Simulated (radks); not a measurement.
Q: These are the eigenvalues of the occupied orbitals of an atom or ion with whole-number occupations (hartree). Calculated with a radial shooting solver on a logarithmic mesh with Libxc functionals: scalar-relativistic Kohn-Sham, SCAN, spin-polarised, spherical densities, finite nucleus; meta-GGA in the generalised Kohn-Sham scheme; Fermi nuclear charge, rms radius of each element as measured or else 0.836 A^(1/3) + 0.57 fm.

orbital  eigenvalue
1s up     -3460.475
1s down   -3460.091
2s up     -790.8652
2s down   -790.5971
2p up     -709.6573
2p down   -709.2512
3s up     -320.0668
3s down   -318.5149
3p up     -296.1440

Which element is it, and in what charge state? The configuration may be excited. Open shells, if any, are filled with parallel spins first.

A: Z = 82, lead, charge +68: Pb68+ in [Ne] 3s2 3p2. The list shows which subshells hold electrons but not how many an open one holds; the 1s level, -3460.5 hartree, gives Z - s = 83.2 by -(Z - s)^2/2, which with screening and relativity narrows Z to a few neighbours, and the depths of the outer levels then fix element, charge and occupations together.
